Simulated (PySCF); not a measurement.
Identify the unknown among the candidates.

All candidates are C4H5FN2.

- UV, strongest line: among the 6 lowest singlet transitions: S2 at 6.67 eV (186 nm, f = 0.155) [TDDFT wB97X-D/def2-SVPD]
- Dipole: 4.29 D [wB97X-D/def2-SVPD]
- Polarisability: 59.1 au [wB97X-D/def2-SVPD]
- Rotational structure: rotational constants A, B, C: 4.080, 3.422, 1.884 GHz [PBE0-D3(BJ)/def2-SVP]
- UV, first state: lowest singlet excitation: 6.54 eV (189 nm, f = 0.016) [TDDFT wB97X-D/def2-SVPD]

The electronic properties come from PySCF, for the isolated species, density fitting. Levels stand in brackets. Isolated species at its PBE0-D3(BJ)/def2-SVP geometry, gas phase.

Question: Which candidate is it?
A. `Cn1cc(F)cn1`
B. `Cc1cnc(F)[nH]1`
C. `C/N=C\[C@H](F)C#N`
D. `Cn1ccnc1F`
E. `Cn1nccc1F`

Answer: D. It is `Cn1ccnc1F`. Numbering: `[CH3:1][n:2]1[cH:3][cH:4][n:5][c:6]1[F:7]`. Its formula, C4H5FN2, gives 3 degrees of unsaturation: 1 ring and 2 π bonds in the structure found (Kekulé form). By its constants the optimised geometry is an asymmetric top.

The others, at the same levels:
- `C/N=C\[C@H](F)C#N` fails: its computed lowest singlet excitation is 4.82 eV (257 nm, f = 0.001) (against 6.54 eV), strongest line among the 6 lowest singlet transitions is S5 at 7.70 eV (161 nm, f = 0.196) (against S2 at 6.67 eV) and rotational constant A is 3.593 GHz (against 4.080 GHz).
- `Cc1cnc(F)[nH]1` fails: its computed lowest singlet excitation is 6.25 eV (199 nm, f = 0.000) (against 6.54 eV), rotational constant A is 7.062 GHz (against 4.080 GHz) and smallest rotational constant is 1.617 GHz (against 1.884 GHz).
- `Cn1nccc1F` fails: its computed lowest singlet excitation is 6.80 eV (182 nm, f = 0.081) (against 6.54 eV), strongest line among the 6 lowest singlet transitions is S3/S4 at 7.11 eV (174 nm, f = 0.107 summed over these states) (against S2 at 6.67 eV) and dipole moment is 1.20 D (against 4.29 D).
- `Cn1cc(F)cn1` fails: its computed strongest line among the 6 lowest singlet transitions is S1 at 6.40 eV (194 nm, f = 0.137) (against S2 at 6.67 eV), rotational constant A is 7.476 GHz (against 4.080 GHz) and smallest rotational constant is 1.613 GHz (against 1.884 GHz).

Each candidate is one conformer, not necessarily the lowest. The conformers computed, where there is a choice (atom-mapped SMILES and torsion angles):
- `[CH3:1]/[N:2]=[CH:3]\[C@H:4]([F:5])[C:6]#[N:7]`: N2–C3–C4–F5 -168°
